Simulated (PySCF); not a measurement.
C₂H₃F₃, SMILES CC(F)(F)F. Atoms are numbered in the order given.

```xyz
8

C      0.0000     0.0000     1.4742
C      0.0000     0.0000    -0.0305
F     -1.0836    -0.6256    -0.5253
F      1.0836    -0.6256    -0.5253
F      0.0000     1.2512    -0.5253
H     -0.8966     0.5177     1.8406
H      0.8966     0.5177     1.8406
H      0.0000    -1.0353     1.8406
```

Geometry: B3LYP-D3(BJ)/def2-SVP.

All values below come from PBE/pcSseg-1 (PySCF).

GIAO shieldings, no solvent; atoms alike by connectivity are averaged. δ = σ(ref) − σ: ¹³C against TMS (σ = 182.0 ppm); ¹⁹F against CFCl3 (σ = 133.6 ppm); ¹H against TMS (σ = 31.49 ppm), references at their B3LYP-D3(BJ)/def2-TZVP geometries, non-relativistic.

Computed chemical shifts:
```
nucleus       atoms  count  δ (ppm)
-------  ----------  -----  -------
¹³C              C2      1    140.7
¹³C              C1      1     24.6
¹⁹F      F3, F4, F5      3    -98.9
¹H       H6, H7, H8      3     1.93
```
